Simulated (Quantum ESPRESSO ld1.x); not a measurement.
Input (ld1.x (Quantum ESPRESSO 7.5)):

```
 &input
    atom='Co',
    iswitch=1,
    rel=1,
    dft='PW91',
    config='[Ne] 3s1',
    prefix='ld1',
    max_out_wfc=37,
    file_charge='ld1.rho',
 /
```

Command: `OMP_NUM_THREADS=1 ld1.x < ld1.in > ld1.out`

It prints (banner and zero overlaps left out):

```
     Program LD1 v.7.5 starts

     --------------------------- All-electron run ----------------------------

     scalar relativistic calculation

     atomic number is 27.00
     dft =PW91   lsd =0 sic =0 latt =0  beta=0.20 tr2=1.0E-14
     Exchange-correlation= PW91
                           (   1   4   2   2   0   0   0)
     mesh =1989 r(mesh) = 100.29974 a.u. xmin = -8.00 dx = 0.00800
     1 Ry =  13.60569312 eV, c = 137.03599908

     n l     nl                  e(Ry)          e(Ha)          e(eV)
     1 0     1S 1( 2.00)      -599.4398      -299.7199     -8155.7935
     2 0     2S 1( 2.00)      -105.1242       -52.5621     -1430.2876
     2 1     2P 1( 6.00)       -96.0174       -48.0087     -1306.3838
     3 0     3S 1( 1.00)       -38.9798       -19.4899      -530.3465

     final scf error:  9.1E-16 reached in  27 iterations

     Etot =   -2535.189990 Ry,   -1267.594995 Ha,  -34493.017012 eV

     Ekin =    2571.711213 Ry,    1285.855606 Ha,   34989.913560 eV
     Encl =   -5555.835396 Ry,   -2777.917698 Ha,  -75590.991444 eV
     Eh   =     536.568954 Ry,     268.284477 Ha,    7300.392531 eV
     Exc  =     -87.634761 Ry,     -43.817380 Ha,   -1192.331659 eV
```

Run on one thread of a shared host, so times are rough (Intel(R) Xeon(R) Processor @ 2.60GHz): 0.42 s of CPU time, 1.3 s wall, 27 iterations on 1989 mesh points.
